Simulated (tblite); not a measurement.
Species: C₄H₅F₃OSi.
Atom-mapped SMILES: `[O:1]=[CH:2]/[C:3]([SiH3:4])=[CH:5]\[C:6]([F:7])([F:8])[F:9]` (hydrogens: H10 on C2; H11, H12, H13 on Si4; H14 on C5)

Structure optimised with GFN2-xTB, isolated species.

(1) Give the optimised bond lengths and angles.

Answers

(1) 
```csv
bond,length (pm)
O1=C2,120.5
C2–C3,146.8
C3–Si4,190.8
C3=C5,133.1
C5–C6,150.2
"C6–F7, C6–F8, C6–F9",134.4
C2–H10,110.2
"Si4–H11, Si4–H12, Si4–H13",146.0
C5–H14,108.0
```

Bonds in one row agree within 1 pm and their mean is given. A selection of angles:
```csv
angle,degrees
O1–C2–C3,119.8
C2–C3–Si4,110.1
C2–C3–C5,124.1
Si4–C3–C5,125.8
C3–C5–C6,124.7
C5–C6–F7,112.9
C5–C6–F8,111.7
F7–C6–F8,106.4
```

Torsions: O1–C2–C3–Si4 0° (synperiplanar); C2–C3–C5–C6 0° (synperiplanar); C3–C5–C6–F7 60° (synclinal).

The 3 C–C bonds span 1.331 Å (C3=C5, drawn double) to 1.502 Å (C5–C6, drawn single), a spread of 0.171 Å. Si4 (SiH3 silicon) is distorted tetrahedral (angles from 105.6° to 113.9°). Of the pairs four or more bonds apart, C6···H10 is among the closest relative to their van der Waals radii: 2.68 Å, 93 % of the sum of Bondi's values.

Point group: Cs (every atom within 0.08 Å of its image). Its GFN2-xTB frequencies are all real (lowest 24 cm⁻¹). One conformer, not necessarily the lowest. 2 starts were optimised and ended at 0.00 and 0.02 kcal/mol (GFN2-xTB); the lowest of these is shown.

All values are computed, not measured.
